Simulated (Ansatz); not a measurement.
Program: Ansatz. Geometries: PBE0-D4/def2-TZVP. ΔE: electronic, gas phase. CCSD(T)/CBS adds triple-zeta CCSD(T) − MP2 to the extrapolated MP2 energy (def2 sets, frozen cores). This one scheme is used for every species. DFT in def2-TZVPP. One conformer a species, not always the lowest.

`[NH2][Al]([F])[O][SiH3]` + H₂ → `[F][AlH][O][SiH3]` + NH₃  (hydrogenolysis of the Al–N bond)

| level | ΔE (kJ/mol) |
| --- | --- |
| r2SCAN-D4 | 73.4 |
| PBE0-D4 | 64.1 |
| ωB97M-V | 66.8 |
| PBE | 60.1 |
| revPBE | 57.4 |
| r2SCAN0 | 70.0 |
| HF/def2-QZVPP | 57.0 |
| CCSD/CBS(def2) | 67.4 |

Question: What does CCSD(T)/CBS give? (An estimate is asked.)

Answer: Ansatz gave: +69.5 kJ/mol. The listed levels differ from it by 3.9, -5.4, -2.7, -9.4, -12.1, 0.5, -12.5, -2.1 kJ/mol.

Largest T1 diagnostic among the species: 0.012.

In def2-TZVPP, CCSD(T) changes the Hartree–Fock value by +11.3 kJ/mol (the triples alone add +2.1 kJ/mol) and MP2 by +17.5 kJ/mol. The D4 term adds +6.4 kJ/mol with B3LYP and +3.5 kJ/mol with PBE0; it sums over pairs of atoms, weighted by their polarisabilities, and B3LYP, whose exchange is more repulsive, gets the larger term.

B3LYP here is the variant with VWN-RPA as its local correlation; programs differ in this.
